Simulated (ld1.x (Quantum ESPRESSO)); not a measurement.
**What one change does to a pseudopotential (erbium, ultrasoft)**

ld1.x (Quantum ESPRESSO) 7.5 input, shortened:

```
&input
   title='Er', zed=68., rel=0, dft='PBESOL', iswitch=3,
   config='[Xe] 4f11.5 5d0.5 6s2 6p0'
 /
 &inputp
   pseudotype=3, tm=.true., lloc=-2, rcloc=2.50,
   nlcc=.true., rcore=1.30,
   which_augfun='PSQ', rmatch_augfun_nc=.true.
 /
8
5S  1  0   2.00   0.00  1.75  1.85  0.0
6S  2  0   2.00   0.00  1.75  1.85  0.0
5P  2  1   6.00   0.00  2.20  2.35  0.0
6P  3  1   0.00   0.00  2.20  2.35  0.0
5D  3  2   0.50   0.00  2.30  2.90  0.0
5D  3  2   0.00   4.10  2.30  2.90  0.0
4F  4  3  11.50   0.00  1.10  1.30  0.0
4F  4  3   0.00   0.25  1.10  1.30  0.0
 &test
   configts(1)='4f11.5 5s2 5p6 5d0.5 6s2 6p0'
 /
```

All-electron outer shells of the reference configuration (PBEsol, non-relativistic, ld1.x):

```
shell  level (eV)  outermost node (bohr)  outermost maximum (bohr)
   4p     -298.81                   0.28                      0.51
   4d     -170.77                   0.25                      0.51
   5s      -45.91                   0.65                      1.20
   5p      -27.05                   0.67                      1.31
   4f      -10.95                      –                      0.50
   6s       -3.80                   1.63                      3.55
   5d       -2.34                   0.73                      1.90
   6p       -1.40                   1.89                      4.62
```

Change: wave 4f channel at 0.25 Ry: rcut 1.10, rcutus 1.30 bohr becomes 4f channel at 0.51 Ry: rcut 1.10, rcutus 1.30 bohr.

Cutoffs: the cutoffs (Ry, on a coarse ladder) from which the occupation-weighted sum of valence levels, in a spherical-Bessel basis at the reference potential, stays within 10 and 1 mRy of its value at 400 Ry; they do not see the model core or the augmentation charge, which bear on the density cutoff. Errors are all-electron minus pseudo energies relative to the spin-unpolarised reference configuration.

**Question.** How do hardness, ghosts and transferability respond?

**Answer.** The potential gets neither clearly harder nor softer (120 Ry and 180 Ry → 120 Ry and 180 Ry); of the 7 tests that both files solve, the error grows in 0 and shrinks in 2 by more than 15 % and 0.3 meV (median size 109.3 → 94.3 meV); neither file shows a bound ghost.

```tsv
quantity	base	changed
cutoff, loose	120 Ry	120 Ry
cutoff, tight	180 Ry	180 Ry
bound ghosts	none	none
error for 4f12 5s2 5p6 5d0 6s2 6p0, meV [ΔE -3.58 eV]	-116	-101
error for 4f12 5s2 5p6 5d0 6s1 6p0, meV [ΔE 2.35 eV]	-109	-94
error for 4f12 5s2 5p6 5d0 6s0 6p0, meV [ΔE 13.29 eV]	-88	-72
error for 4f11 5s2 5p6 5d0 6s2 6p0, meV [ΔE 11.74 eV]	-124	-108
error for 4f12 5s2 5p6 5d0 6s1.5 6p0, meV [ΔE -1.22 eV]	-114	-99
error for 4f12 5s2 5p6 5d1 6s1 6p0, meV [ΔE -1.54 eV]	-91	-78
error for 4f12 5s2 5p6 5d1 6s0 6p0, meV [ΔE 3.67 eV]	-77	-64
s: phases at 3.16 bohr within 0.05 rad from the reference energy up to (Ry; the scan ends near 5)	4.5	4.5
p: phases at 3.16 bohr within 0.05 rad from the reference energy up to (Ry; the scan ends near 5)	4.5	4.5
d: phases at 3.16 bohr within 0.05 rad from the reference energy up to (Ry; the scan ends near 5)	1.4	1.4
f: phases at 3.16 bohr within 0.05 rad from the reference energy up to (Ry; the scan ends near 5)	4.2	4.3
lowest overlap eigenvalue by channel	s 0.23, p 0.10, d 0.85, f 1.00	s 0.23, p 0.10, d 0.85, f 0.98
```
